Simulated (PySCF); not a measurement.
Members of one series of related molecules.

All values: PBE0/def2-SVPD (PySCF) at GFN2-xTB geometries, gas phase, one conformer each. Core orbitals are frozen in the response; Δα² is half the sum of the squared differences of the principal polarisabilities.

Task: Rank by dipole moment, lowest first.
A. `c1nnncc1` (1,2,3-triazine)
B. `c1cc(Cl)nnn1`
C. `[CH3:1][CH2:2][c:3]1[cH:4][cH:5][n:6][n:7][n:8]1` with C1–C2–C3–C4 83°

Result: B (4.52 D), A (5.01 D), C (5.27 D).

Task: Rank by HOMO energy, lowest first.
A. `Clc1ccnnn1`
B. `CCc1ccnnn1`
C. `c1cnnnc1`

Result: A (-7.43 eV), C (-7.12 eV), B (-6.91 eV).

Task: Rank by mean static polarisability, lowest first.
A. `C=CC1=NN=NC=C1`
B. `c1c(nnnc1)Cl`
C. `CCc1ccnnn1`
D. `c1cnnnc1`

Result: D (7.54 Å³), B (9.85 Å³), C (11.31 Å³), A (11.82 Å³).

All values together:

```tsv
SMILES	change	formula	μ (D)	HOMO (eV)	LUMO (eV)	α (Å³)	Δα (Å³)	electrons	α per electron (Å³)
c1cnnnc1	parent	C3H3N3	5.01	-7.12	-1.97	7.54	4.08	42	0.179
C=Cc1ccnnn1	H replaced by vinyl	C5H5N3	4.97	-6.93	-2.27	11.82	9.14	56	0.211
Clc1ccnnn1	H replaced by Cl	C3H2ClN3	4.52	-7.43	-2.31	9.85	6.42	58	0.170
CCc1ccnnn1	H replaced by C2H5	C5H7N3	5.27	-6.91	-1.78	11.31	5.38	58	0.195
```

Conformers: `[CH2:1]=[CH:2][c:3]1[cH:4][cH:5][n:6][n:7][n:8]1` with C1–C2–C3–C4 180°; `[CH3:1][CH2:2][c:3]1[cH:4][cH:5][n:6][n:7][n:8]1` with C1–C2–C3–C4 83°.

Task: Give the shifts from the parent, `c1cnnnc1`.

Result: 
```
     SMILES  change in μ (D)  change in HOMO (eV)  change in LUMO (eV)  change in mean α (Å³)
C=Cc1ccnnn1            -0.04                +0.19                -0.30                  +4.28
 Clc1ccnnn1            -0.49                -0.31                -0.34                  +2.31
 CCc1ccnnn1            +0.26                +0.21                +0.19                  +3.77
```
